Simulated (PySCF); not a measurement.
## Orbital energies, ionisation energy and electron affinity

Species: meta-chlorobenzaldehyde, C₇H₅ClO.
Atom-mapped SMILES: `[O:1]=[CH:2][c:3]1[cH:4][cH:5][cH:6][c:7]([Cl:8])[cH:9]1` (hydrogens: H10 on C2; H11 on C4; H12 on C5; H13 on C6; H14 on C9)

Level: CAM-B3LYP/def2-SVPD (PySCF). Frontier orbitals with their largest atomic shares (Löwdin; up to four atoms above 4 %):

| orbital | ε (eV) | main atoms |
| --- | --- | --- |
| HOMO−3 | -10.80 | Cl8 80 %, C7 9 % |
| HOMO−2 | -9.40 | C9 20 %, C5 19 %, C3 18 %, C6 18 % |
| HOMO−1 | -9.34 | O1 61 %, C2 16 %, H10 9 %, C3 9 % |
| HOMO | -8.81 | ? |
| LUMO | -1.17 | C2 20 %, O1 18 %, C6 14 %, C3 13 % |
| LUMO+1 | 0.02 | C5 19 %, C9 19 %, C7 17 %, C4 16 % |
| LUMO+2 | 1.16 | Cl8 26 %, C5 10 %, C6 9 %, H13 8 % |

Question: What vertical ionisation energy does ΔSCF give, and how far is −ε(HOMO) from it?

Answer: ΔSCF: 9.49 eV (916 kJ/mol; threshold wavelength 131 nm); ⟨S²⟩ of the doublet left behind is 0.769, against 0.75 for a pure doublet. −ε(HOMO) is 8.81 eV, 0.68 eV below it. In exact Kohn–Sham theory the two would be equal; CAM-B3LYP (range-separated hybrid) falls short of its own ΔSCF value by 7 %. Holes in the HOMO−1 and HOMO−2 were tried too where these lie within 1.2 eV of the HOMO; the lowest converged state counts.

Question: On which atoms does the HOMO lie?

Answer: Cl8 (aryl chlorine) 24 %, C7 (aromatic C–Cl carbon) 19 %, C4 (aromatic CH carbon) 19 %, C6 (aromatic CH carbon) 9 %, so no atom holds as much as 40 %. The HOMO−1 lies 0.53 eV lower.

Question: And the vertical electron affinity, the fundamental gap, Mulliken's electronegativity and the hardness (with the factor ½)?

Answer: EA = 0.52 eV by ΔSCF (−ε(LUMO) = 1.17 eV). IE − EA = 8.97 eV against an orbital gap of 7.64 eV; (IE + EA)/2 = 5.00 eV; (IE − EA)/2 = 4.49 eV.

Question: What kinetic energy would electrons from this vertical process carry with He II light (40.814 eV)?

Answer: 40.81 − 9.49 = 31.32 eV.

Question: With α = 98.8 au, estimate the like-pair dispersion coefficient by London's formula C6 = (3/4)α²I.

Answer: I = 0.3489 Eh, so C6 ≈ 2550 au, a rough estimate.

Geometry: PBE0-D3(BJ)/def2-SVP, one conformer, isolated molecule.

Conformer computed: `[O:1]=[CH:2][c:3]1[cH:4][cH:5][cH:6][c:7]([Cl:8])[cH:9]1`: O1–C2–C3–C4 0°.
